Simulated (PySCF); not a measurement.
B(F)(Br)(vinyl) (C₂H₃BBrF), SMILES C=CB(F)Br. The structure is a stationary point at PBE-D3(BJ)/def2-SVP. This is a generated structure with no PubChem entry under its InChIKey; it may be hypothetical. Other conformers were not sampled.

**Question.** Give the equilibrium geometry at PBE-D3(BJ)/def2-SVP (PySCF confirms it by a frequency run) as a Z-matrix, and its point group. (Estimate from the structure and the level; the computed values follow.)

**Answer.** This is not unique; one that fits is point group Cs.
```
C
C 1 1.3515
H 2 1.1029 1 122.28
H 2 1.1037 3 116.84 1 180.00
H 1 1.1059 2 118.49 3 0.00
B 1 1.5497 5 117.02 2 180.00
F 6 1.3323 1 120.46 5 0.00
Br 6 1.9360 7 116.72 1 180.00
```
